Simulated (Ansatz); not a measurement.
Cost and result for the atomization energy of C2H7BS, SMILES `CB(C)S` (11 atoms, 10 bonds).

```
atom   x (Å)   y (Å)   z (Å)
  C1   1.199   0.578  -0.121
  B2  -0.071  -0.337  -0.034
  C3  -1.481   0.258   0.307
  S4  -0.001  -2.105  -0.339
  H5   1.203   1.331   0.673
  H6   1.152   1.139  -1.063
  H7   2.153   0.048  -0.105
  H8  -2.316  -0.435   0.196
  H9  -1.475   0.609   1.346
 H10  -1.683   1.146  -0.303
 H11   1.320  -2.231  -0.555
```

The species carries charge 0 and has multiplicity 1. The structure was optimised at the PBE0-D4/def2-TZVP level. It is one conformer, not always the lowest. Program: Ansatz. All runs use 2 threads of a server CPU on a shared host. Times are those of one run each, without the atoms' runs, and a repeat can differ threefold. Electronic energies, without spin–orbit coupling; frozen cores. CCSD(T)/CBS adds CCSD(T) − MP2 in def2-TZVPP to the MP2 limit, and its time is that of the two runs behind it. T1 = 0.012. B3LYP takes the VWN-RPA correlation (the form of Gaussian; ORCA's B3LYP/G). HSE06 is the plane-wave form, built on full-range PBE exchange.

CCSD(T)/CBS is a level of theory with its own doubt, some kJ/mol a heavy atom from the limit and from the frozen cores, so smaller differences don't rank the functionals.

| level | functions | wall time | atomization (kJ/mol) | difference from CCSD(T)/CBS | per bond |
| --- | --- | --- | --- | --- | --- |
| LDA (SPW92)/def2-TZVPP | 233 | 1.8 s | 4667.1 | 541.3 | 54.1 |
| PBE-D4/def2-TZVPP (with forces) | 233 | 3.6 s | 4204.0 | 78.2 | 7.8 |
| HSE06-D4/def2-TZVPP | 233 | 4.1 s | 4166.7 | 40.9 | 4.1 |
| CCSD(T)/def2-SVP | 95 | 4.4 s | 3958.3 | -167.5 | -16.7 |
| r2SCAN-D4/def2-TZVPP (with forces) | 233 | 6.5 s | 4164.3 | 38.5 | 3.9 |
| B3LYP-D4/def2-TZVPP (with forces) | 233 | 6.5 s | 4144.3 | 18.5 | 1.9 |
| PBE-QIDH/def2-TZVPP | 233 | 7 s | 4133.6 | 7.8 | 0.8 |
| B2PLYP/def2-TZVPP | 233 | 7.5 s | 4098.9 | -26.9 | -2.7 |
| ωB97X-V/def2-TZVPP | 233 | 11 s | 4145.4 | 19.6 | 2.0 |
| ωB97M-V/def2-TZVPP (with forces) | 233 | 16 s | 4157.9 | 32.1 | 3.2 |
| MP2/def2-QZVPP | 451 | 30 s | 4127.5 | 1.7 | 0.2 |
| CCSD(T)/def2-TZVPP | 233 | 2.2 min | 4039.7 | -86.1 | -8.6 |
| CCSD(T)/CBS(def2) | – | 2.7 min | 4125.8 | 0.0 | 0.0 |

From BLYP to BHLYP (50 % exact exchange), in def2-TZVPP and without D4, the atomization energy moves by −30.9 kJ/mol: exact exchange takes away binding that semilocal exchange gives to molecules. In def2-TZVPP, CCSD(T) changes the Hartree–Fock value by +867.5 kJ/mol (the triples alone add +48.0 kJ/mol) and MP2 by +905.2 kJ/mol; breaking electron pairs costs correlation energy, which Hartree–Fock lacks. At CCSD(T), def2-SVP lies −167.5 kJ/mol from the extrapolated value and def2-TZVPP −86.1 kJ/mol: correlation converges slowly with the basis, and small sets miss more of it in the bonded molecule than in its fragments.
